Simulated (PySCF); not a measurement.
Spinor energies of Re³⁺ (rhenium, charge +3)

Start: [Xe] 4f14 5d4; 5d3/2 filled at m_j = -3/2, -1/2, +1/2, +3/2. Calculated with PySCF 2.14 in x2c-SVPall-2c (7s9p9d2f, 93 functions): generalised Hartree-Fock with the X2C-1e Hamiltonian and a Gaussian nucleus; one run each with spin-orbit coupling (SO) switched off, then screened by Boettger's factors.

```csv
spinor shell,electrons,"ε, spin-free (eV)","ε, screened SO (eV)",weight of nominal j (screened SO),"rms radius, screened SO (bohr)"
1s1/2,2,-72094.7,-72071.6,1.000,0.0204
2s1/2,2,-12669.2,-12661.8,1.000,0.0824
2p1/2,2,-11065.9,-12096.0,1.000,0.0700
2p3/2,4,-11065.9,-10650.2,1.000,0.0775
3s1/2,2,-3020.4,-3017.8,1.000,0.210
3p1/2,2,-2539.6,-2765.7,1.000,0.202
3p3/2,4,-2539.6,-2446.3,1.000,0.217
3d3/2,4,-1987.5,-2026.8,1.000,0.192
3d5/2,6,-1987.5,-1958.5,1.000,0.196
4s1/2,2,-687.98,-686.99,1.000,0.468
4p1/2,2,-527.44,-580.53,1.000,0.476
4p3/2,4,-527.44,-505.09,1.000,0.509
4d3/2,4,-321.80,-329.80,0.999,0.531
4d5/2,6,-321.80,-315.31,0.999,0.543
5s1/2,2,-130.90,-130.58,1.000,1.11
5p1/2,2,-87.152,-97.105,0.933,1.27
4f5/2,6,-91.024,-92.033,0.984,0.637
5p3/2,4,-87.152,-82.445,0.966,1.30
5d3/2,4,-40.504,-40.479,0.706,1.79
```

(1) Where does 4f7/2 lie, and what is the 4f spin-orbit splitting (screened SO)?

| quantity | spin-free | screened SO |
| --- | --- | --- |
| E (hartree) | -16677.33418 | -16697.93887 |
| M_J | 0 | 0 |
| ⟨J²⟩ | 4.004 | 2.395 |
| ⟨L²⟩ | 6.002 | 5.361 |
| ⟨S²⟩ | 6.002 | 5.353 |

The determinant has a definite M_J but mixes levels of different J.

Each row is a mean over spinors that exchange with the open shell spreads, by up to 4.628 eV (5p3/2).

Rows whose weight is well below 1 are mixtures of j = l ± 1/2: exchange outweighs spin-orbit coupling there, and the label is only the starting occupation.

Breit and QED terms are absent; they matter most for the inner s and p1/2 levels.

Densities and radii are taken from the X2C orbitals without a picture-change correction, which distorts them close to the nucleus.

Without spin-orbit coupling the j labels of p, d and f shells carry no meaning; the spin-free column gives the mean over the occupied spinors of each nl shell, and its ⟨J²⟩ belongs to a mixture of degenerate components.

## Answers

(1) At -89.259 eV, 2.774 eV above 4f5/2.
